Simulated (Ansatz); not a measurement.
Other settings, tried on SnH2MeF (CH₅FSn).

```yaml
crystal:
  periodic: [false, false, false]
  atoms:
    - {symbol: Sn, position_ang: [0.546054, -0.704663, 0.389995]}
    - {symbol: H, position_ang: [0.483179, -0.871931, 2.101736]}
    - {symbol: H, position_ang: [2.133154, -0.901005, -0.245830]}
    - {symbol: C, position_ang: [-0.539609, 0.972788, -0.390239]}
    - {symbol: H, position_ang: [-0.116993, 1.910944, -0.008549]}
    - {symbol: H, position_ang: [-1.588074, 0.890049, -0.079771]}
    - {symbol: H, position_ang: [-0.480117, 0.962107, -1.484981]}
    - {symbol: F, position_ang: [-0.437603, -2.258288, -0.282360]}
basis:
  gaussian: {orbitals: def2-mTZVP, point_charges: [{charge: 2.00, position_ang: [6.693, -0.875, 0.641]}]}
hamiltonian: {xc: {name: B97M-V}}
output: {forces: true}
```

```sh
$ ansatz run in.yaml --threads 4 --pin off --events-out ev --progress --plain --max-ram 3916MiB
```

Output, abridged:

```
Functional definition: B97M-V
924 factors; their error is unknown
mean field evaluation 1: about -9659.2154 eV, gradient 6.5e1 eV
mean field evaluation 2: about -9634.7160 eV, gradient 1.3e2 eV
mean field evaluation 4: about -9667.7161 eV, gradient 9.9e0 eV
mean field evaluation 8: about -9667.9422 eV, gradient 1.4e-1 eV
mean field evaluation 16: about -9667.9084 eV, gradient 1.1e-4 eV
mean field -9667.90841021 eV, -355.2890809315 hartree, gradient 2.6e-5 eV, S^2 0.000000; 0 other end points of the search recorded, 0 dependent functions left out
reference -9667.90847825 eV, -355.2890834318 hartree; 21, 21 occupied and 68, 68 virtual orbitals, 924 factors
Total energy: -9667.90847825 eV, -355.2890834318 hartree
Atom 0 at     0.546054    -0.704663     0.389995 Å, force    -1.532162    -0.139913    -0.149824 eV/Å
Atom 1 at     0.483179    -0.871931     2.101736 Å, force     0.244925    -0.037026     0.018490 eV/Å
Atom 2 at     2.133154    -0.901005    -0.245830 Å, force     0.613108    -0.029883    -0.008933 eV/Å
Atom 3 at    -0.539609     0.972788    -0.390239 Å, force     0.210718     0.035729    -0.069882 eV/Å
Atom 4 at    -0.116993     1.910944    -0.008549 Å, force    -0.237623    -0.247440    -0.175994 eV/Å
Atom 5 at    -1.588074     0.890049    -0.079771 Å, force     0.387155     0.031643    -0.111660 eV/Å
Atom 6 at    -0.480117     0.962107    -1.484981 Å, force    -0.093664     0.077288     0.373775 eV/Å
Atom 7 at    -0.437603    -2.258288    -0.282360 Å, force     0.503234     0.360431     0.168747 eV/Å
Dipole moment:    -0.210277     0.676984     0.120833 e Å
```

It took 3.7 s on 4 threads of Arm Neoverse V1 on a shared host.

In the def2 sets Sn takes a core potential; there is no spin–orbit coupling.
